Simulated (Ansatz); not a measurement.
Consider the ligand exchange at a B–N bond: `B[NH][AlH][O]C` + `OC(O)O` → `BOC(O)O` + `C[O][AlH][NH2]`.

Program: Ansatz. Geometries: PBE0-D4/def2-TZVP. ΔE: electronic, gas phase. CBS: MP2 limit from def2 TZ/QZ plus the TZ coupled-cluster correction, frozen cores. This one scheme is used for every species. DFT in def2-TZVPP. B3LYP here is the variant with VWN-RPA as its local correlation; programs differ in this. One conformer a species, not always the lowest.

```csv
level,ΔE (kJ/mol)
r2SCAN-D4,-9.1
B2PLYP,-19.9
PBE0,-7.8
B3LYP,-21.9
HF/def2-TZVPP,-34.3
HF/CBS(def2),-35.2
MP2/CBS(def2),-13.3
CCSD/CBS(def2),-15.9
```

Problem. What does CCSD(T)/CBS give? (Best estimate.)

Solution. The calculation gave: -13.0 kJ/mol. The listed levels differ from it by 3.9, -6.9, 5.2, -8.9, -21.3, -22.2, -0.3, -2.9 kJ/mol.

Largest T1 diagnostic among the species: 0.013.

In def2-TZVPP, CCSD(T) changes the Hartree–Fock value by +20.9 kJ/mol (the triples alone add +2.9 kJ/mol) and MP2 by +20.6 kJ/mol.
